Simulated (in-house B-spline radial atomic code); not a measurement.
A fraction x of an electron is removed from 5p in Xe IV (Xe3+), starting from [Kr] 4d10 5s2 5p3 and keeping the highest spin. Method: scalar-relativistic (X2C) TPSS, spin-polarised, spherical fractional occupations, Fermi nucleus of rms radius 4.7859 fm. Calculated with a B-spline radial code for spherical atoms.

```csv
x,E(x) - E(0) (eV),5p up level (eV)
0,0.0000,-38.220
0.12,4.6613,-39.470
0.18,7.0484,-40.098
0.27,10.6996,-41.042
0.38,15.2779,-42.200
0.5,20.4180,-43.469
0.58,23.9294,-44.318
0.63,26.1586,-44.849
0.81,34.4041,-46.770
0.89,38.1800,-47.627
1,43.4840,-48.809
```

The exact functional would give a straight line between the two integer points. Deviations E(x) - E(0) - x[E(1) - E(0)], in eV: -0.557 at x = 0.12, -0.779 at x = 0.18, -1.041 at x = 0.27, -1.246 at x = 0.38, -1.324 at x = 0.5, -1.291 at x = 0.58, -1.236 at x = 0.63, -0.818 at x = 0.81, -0.521 at x = 0.89.

The curve lies below the straight line by up to 1.324 eV (at x = 0.5): convex, the delocalisation error that favours fractional charges.

**Question.** How well does Slater's transition state (minus the level at half occupation) give the ionisation energy?

**Answer.** It gives 43.469 eV against 43.484 eV from the two total energies; NIST lists 42.20 eV, ground level to ground level.
